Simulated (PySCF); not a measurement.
(3Z)-4-fluoropenta-1,3-diene (C5H7F), SMILES F/C(=C\C=C)C. Geometry optimised at PBE0-D3(BJ)/def2-SVP. Other conformers were not sampled.

### Question
Give the equilibrium geometry at PBE0-D3(BJ)/def2-SVP (PySCF confirms it by a frequency run) as a Z-matrix, and its point group. (Estimate from the structure and the level; the computed values follow.)

### Answer
One answer among several that fit: point group Cs.
```
C
C 1 1.3420
F 2 1.3410 1 119.56
H 1 1.0931 2 117.10 3 180.00
C 1 1.4495 4 118.56 2 180.00
C 5 1.3410 1 124.36 4 0.00
H 6 1.0922 5 121.37 1 180.00
H 6 1.0945 7 117.18 5 180.00
H 5 1.0948 6 119.45 7 0.00
C 2 1.4819 3 112.43 1 180.00
H 10 1.0969 2 111.06 3 180.00
H 10 1.1023 11 108.93 2 -121.79
H 10 1.1023 11 108.93 12 -116.43
```
